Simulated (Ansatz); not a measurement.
A run for Ansatz (a quantum-chemistry and plane-wave program): R-CCSD(T)/cc-pVDZ on C4F6 (SMILES FC1=C(F)C(F)(F)C1(F)F).

Ansatz 0.2 input:
```yaml
crystal:
  periodic: [false, false, false]
  atoms:
    - {symbol: F, position_ang: [-1.67186861, -1.79190221, 0.04648467]}
    - {symbol: C, position_ang: [-0.72145910, -0.89214011, 0.08090220]}
    - {symbol: C, position_ang: [0.47790599, -0.80930774, 0.66304007]}
    - {symbol: F, position_ang: [1.18710905, -1.59445099, 1.43415294]}
    - {symbol: C, position_ang: [0.78091767, 0.55837249, 0.12087281]}
    - {symbol: F, position_ang: [1.82238067, 0.65159616, -0.73188569]}
    - {symbol: F, position_ang: [0.90710675, 1.55116706, 1.02584170]}
    - {symbol: C, position_ang: [-0.63502284, 0.46058335, -0.56638286]}
    - {symbol: F, position_ang: [-0.61584767, 0.48320819, -1.91532778]}
    - {symbol: F, position_ang: [-1.53112190, 1.38277380, -0.15759805]}
basis:
  gaussian:
    orbitals: cc-pVDZ
magnetization: {spin_polarized: false}
correlation: {method: ccsd_t, electrons: outside_noble_gas}
scf: {lower_state_search: off}
```

It printed:

```
WARN ansatz: RAYON_NUM_THREADS=4 ignored (pool sized by the plan → 4); use --threads N
Functional definition: HF
these checks for a lower state are left out or cut short: stability, starts, cluster_reference, orbital_swaps, neighbouring_geometries, increment
integrals: 0.32 GiB planned
1296 factors; integrals over basis functions are off by at most 6.6e-4 eV
mean field: 0.78 GiB planned
mean field evaluation 1: about -20348.5320 eV, gradient 5.2e1 eV
mean field evaluation 2: about -20349.7317 eV, gradient 5.4e1 eV
mean field evaluation 4: about -20355.3816 eV, gradient 5.4e0 eV
mean field evaluation 8: about -20355.5051 eV, gradient 3.3e-1 eV
mean field evaluation 16: about -20355.5055 eV, gradient 2.3e-6 eV
mean field -20355.50552314 eV, -748.0510305182 hartree, gradient 2.3e-6 eV, S^2 0.000000; 0 other end points of the search recorded, 0 dependent functions left out
10 core orbitals not correlated
reference -20355.50552314 eV, -748.0510305182 hartree; 29, 29 occupied and 101, 101 virtual orbitals, 1296 factors
second order -43.79511858 eV of doubles, -0.00000000 eV of singles
coupled cluster: 0.94 GiB planned
cycle   1  -43.28842284 eV  change    5.1e-1 eV  update   1.5e-1
cycle   2  -44.20861908 eV  change   -9.2e-1 eV  update   4.6e-2
cycle   3  -44.46003612 eV  change   -2.5e-1 eV  update   2.2e-2
cycle   4  -44.44820001 eV  change    1.2e-2 eV  update   4.5e-3
cycle   5  -44.44300036 eV  change    5.2e-3 eV  update   2.0e-3
cycle   6  -44.44469850 eV  change   -1.7e-3 eV  update   5.9e-4
cycle   7  -44.44463102 eV  change    6.7e-5 eV  update   2.0e-4
cycle   8  -44.44437642 eV  change    2.5e-4 eV  update   6.8e-5
cycle   9  -44.44435202 eV  change    2.4e-5 eV  update   2.4e-5
perturbative correction -1.15836306 eV, -0.0425690571 hartree
Total energy: -20401.10823822 eV, -749.7268993867 hartree
Checks for a lower state left out: stability, starts, cluster_reference, orbital_swaps, neighbouring_geometries, increment
```

The run converged.

Cost: roughly 50 core-seconds.
